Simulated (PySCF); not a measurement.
NO3, SMILES [O]N([O])[O] (connectivity only; charge and spin as stated), neutral, multiplicity 2. Geometry: B3LYP-D3(BJ)/def2-TZVP.

Method: PySCF with B3LYP-D3(BJ)/def2-TZVP.

Harmonic wavenumbers (cm⁻¹): 232, 232, 809, 1110, 1110, 1133. Rotational constants (GHz): 13.91, 13.91, 6.954; symmetry number 6.

Work out the zero-point energy and the ideal-gas rigid-rotor harmonic-oscillator thermochemistry at 298.15 K and 1 atm.

ZPE = ½ Σ hcν = ½ × 4625 cm⁻¹ = 27.66 kJ/mol. H − E(el) = 40.65 kJ/mol. Entropy in J/(mol K): translation 160.22, rotation 81.31, vibration 17.17, spin 5.76, total 264.47. G − E(el) = -38.20 kJ/mol. Cp = 54.25 J/(mol K).
